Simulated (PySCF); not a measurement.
C6H14O, charge +1, doublet, geometry from GFN2-xTB (a state made from the parent by changing its charge; the spin is typed, not shown lowest). Base run: DF-B3LYP/def2-SVP in PySCF.

Here is a job for PySCF.
```python
from pyscf import gto, scf, dft

mol = gto.Mole()
mol.atom = '''
    C    -2.397470    0.684480   -0.783944
    C    -1.226404    0.428268    0.188165
    C    -1.482079   -0.775245    1.047356
    C     0.003571    0.204116   -0.725449
    C     1.286793    0.244868    0.124620
    C     2.468530    0.110747   -0.871357
    O     1.298265   -0.833523    0.998662
    H    -3.293335    0.829988   -0.181948
    H    -2.560932   -0.159547   -1.448764
    H    -2.216764    1.575146   -1.377741
    H    -1.071987    1.321208    0.799775
    H    -2.087678   -0.548573    1.922779
    H    -1.916064   -1.594981    0.476967
    H    -0.512324   -1.149999    1.431079
    H     0.062667    0.982021   -1.483533
    H    -0.079865   -0.767013   -1.212723
    H     1.368574    1.200915    0.655825
    H     2.453309    0.933701   -1.577549
    H     3.393906    0.134688   -0.298973
    H     2.410343   -0.833652   -1.404824
    H     1.746380   -0.639115    1.833987
'''
mol.basis = 'def2-svp'
mol.charge = 1
mol.spin = 1
mol.verbose = 4
mol.build()

mf = dft.UKS(mol)
mf.xc = 'b3lyp'
mf = mf.density_fit(auxbasis='def2-universal-jkfit')
mf.kernel()
mf.analyze()
```

Each row names what was changed in the base input (with any setting that the change needs).

| change | ΔE vs base (µEh) | grid points | electrons on the grid |
|---|---|---|---|
| base | 0.0 | 236104 | 57.00009 |
| grids.level = 5 | 14.8 | 630408 | 57.00000 |
| grids.level = 2 | -2.2 | 153664 | 57.00010 |
| grids.prune = off | 0.5 | 369952 | 57.00008 |
| grids.radi_method = delley | 0.2 | 255688 | 57.00008 |
| grids.prune = dft.gen_grid.sg1_prune | 59.0 | 104736 | 56.99980 |
| grids.radi_method = gauss_chebyshev | 0.3 | 230704 | 57.00009 |
| small_rho_cutoff = 0 | 0.0 | 236104 | 57.00009 |
| grids.prune = dft.gen_grid.treutler_prune | 1.4 | 202120 | 57.00008 |
| grids.level = 1 | 57.8 | 70872 | 56.99985 |
| grids.becke_scheme = stratmann | 2.2 | 236104 | 57.00009 |

Open shells are given as the SCF converged; they aren't shown to be the lowest states, and a large step between rows can be another state.
